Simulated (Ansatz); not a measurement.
Molecule: TlCl, net charge 1, doublet state. 
Geometry from a B3LYP-D3(BJ)/def2-TZVP (Ansatz, a quantum-chemistry and plane-wave program) optimisation:
```
Tl
Cl 1 2.6465
```
Charge +1, spin multiplicity 2.

Basis-set convergence of Hartree-Fock and CCSD(T) correlation energies (hartree) with Ansatz. Valence correlation only, unless marked. Open shells are spin-unrestricted. No spin-orbit coupling. Frozen are the shells of the preceding noble gas and the d and f shells that filled before the atom's block. In def2 rows, elements after Kr have scalar-relativistic effective core potentials.

```tsv
basis	functions	E(HF)	E(corr, CCSD(T))
def2-SVPD	59	-630.63966	-0.17534
def2-TZVPPD	107	-630.79373	-0.22919
def2-QZVPPD	167	-630.80706	-0.24737
```

Extrapolating the two largest sets (X = 3 and 4) as X^-3: E(corr) = (64·(-0.24737) - 27·(-0.22919))/37 = -0.2606 Eh, an estimate of the basis-set limit. The largest set recovers 94.9 % of it, the smallest 67.3 %.
